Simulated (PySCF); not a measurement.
## Al: excitation energy

Al [Ne] 3s2 3p1 (2P) → Al [Ne] 3s1 3p1 3d1 (high-spin determinant), as a difference of total energies. All numbers are calculated (PySCF 2.14, scalar relativity by spin-free X2C-1e, in dyall-acv3z). Correlated levels: valence: [Ne] frozen; virtual orbitals above 40 to 60 times the deepest correlated orbital energy dropped. The calculations carry no spin-orbit coupling.

```csv
method,excitation energy (eV)
UHF,7.659
MP2 (valence),8.468
SCS-MP2 (valence),8.744
CCSD (valence),8.575
CCSD(T) (valence),8.517
```

How much does correlation contribute at CCSD(T) (valence)?

8.517 − (7.659) = 0.858 eV, measured against UHF.

The upper state lies above the first ionisation limit, but in LS coupling its spin forbids autoionisation to the ground ion.

The promoted electron is Rydberg-like, and one or two diffuse shells describe it only roughly, which tends to raise the upper state.

The coupled-cluster amplitudes are large for the upper state (T1 above 0.03 or a double amplitude above 0.15), so a single reference is strained.

The determinant of the upper state mixes LS terms, which raises its energy above the lowest term, most at the Hartree-Fock and MP2 levels.
